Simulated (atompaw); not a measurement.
## Before and after: PAW (atompaw) potential for Te

atompaw 4.2.0.5 input, output lines left out:

```
Te 52
LDA-PW loggrid 1500 logderivrange -4 5 226
5 5 4 0 0 0
5 1 3
0 0 0
c
c
c
c
v
c
c
c
v
c
c
1
1.95 1.65 1.25 1.30
y
0.7
n
y
0.35
n
custom polynom vanderbiltortho sinc
bessel
1.90
1.90
1.95
1.95
```

All-electron outer shells of the reference configuration (LDA (PW92), non-relativistic, ld1.x):

| shell | level (eV) | outermost node (bohr) | outermost maximum (bohr) |
| --- | --- | --- | --- |
| 5s | -22.42 | 0.95 | 1.84 |
| 5p | -13.89 | 1.01 | 2.11 |

Change: all radii scaled by about 0.80 (s 1.52, p 1.56 bohr); local potential bessel scheme, radius 1.00 bohr; augmentation sinc compensation charge, radius 1.32 bohr; PAW radius 1.56 bohr; waves and projectors: custom polynom vanderbiltortho; core correction smooth core density matched at 1.04 bohr.

Cutoffs: the cutoffs (Ry, on a coarse ladder) from which the occupation-weighted sum of valence levels, in a spherical-Bessel basis at the reference potential, stays within 10 and 1 mRy of its value at 400 Ry; they do not see the model core or the augmentation charge, which bear on the density cutoff.

Problem. What does the change do?

Solution. The potential gets harder (21 Ry and 30 Ry → 30 Ry and 50 Ry); both files keep a bound ghost (d, p, s). A smaller radius makes the pseudo-wave follow the all-electron one further in, where it bends more sharply, so more plane waves are needed.

```tsv
quantity	base	changed
cutoff, loose	21 Ry	30 Ry
cutoff, tight	30 Ry	50 Ry
loose cutoff by channel (10 mRy a level)	s 15 Ry, p 6 Ry	s 21 Ry, p 25 Ry
bound ghosts	s, p, d	s, p, d
lowest overlap eigenvalue by channel	s 0.11, p 0.39	s 0.57, p 0.68
```

 A true bound ghost makes a file unfit for plane-wave use even where its test errors are small: the radial tests pick states by their node count and pass the ghost by. The cutoffs see the waves, projectors and local potential, not the compensation charge or the core.
